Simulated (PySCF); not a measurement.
# How methods differ on the excitation energy of Gd²⁺

Gd²⁺ [Xe] 4f7 5d1 (9D) → Gd²⁺ [Xe] 4f7 6p1 (9P), as a difference of total energies. All numbers are calculated (PySCF 2.14, the spin-free X2C one-electron Hamiltonian (Gaussian nucleus), in ANO-RCC-VTZP). The calculations carry no spin-orbit coupling.

```csv
method,excitation energy (eV)
UHF,5.293
M06-2X,5.352
B97-3,5.377
```

The basis was made for the ground configuration and has no added diffuse functions, so the excitation energy can come out too high.
